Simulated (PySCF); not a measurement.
**Exercise with solution: chemical shift, span and skew from a shielding tensor**

Si(F)2(Br)(NH2) (BrF₂H₂NSi), SMILES [Si](F)(F)(N)Br. Atoms are numbered in the order given.

```xyz
7

N      1.4176     1.6565     0.0000
Si    -0.0443     0.8140     0.0000
F     -0.8762     1.2226     1.3093
F     -0.8762     1.2226    -1.3093
Br     0.0719    -1.3844     0.0000
H      1.9764     1.7288     0.8419
H      1.9764     1.7288    -0.8419
```

The structure is a stationary point at PBE0-D3(BJ)/def2-SVP. The structure was generated by enumeration, and PubChem lists no compound with its InChIKey, so it may never have been made. The values are those of a single conformer.

GIAO shieldings from PBE/pcSseg-1 (PySCF), non-relativistic, no solvent. The symmetric part of the tensor of Si2 has the principal values 350.4, 366.9, 390.9 ppm. The same nucleus in TMS has σ = 335.4 ppm at this level (PySCF, at its B3LYP-D3(BJ)/def2-TZVP geometry). Without spin–orbit terms, shifts of atoms bonded to Cl or Br come out too high.

Question: Work out the isotropic shielding, the ²⁹Si shift against TMS, the span and the skew.

Answer: 
σ(iso) = (σ11 + σ22 + σ33)/3 = 369.4 ppm. δ = σ(ref) − σ(iso) = 335.4 − (369.4) = -34.0 ppm.
Span Ω = σ33 − σ11 = 40.5 ppm. Skew κ = 3(σ(iso) − σ22)/Ω = 0.19. Tumbling in solution averages the tensor to δ; in a static solid the shielding alone would spread this spin-1/2 line over Ω.
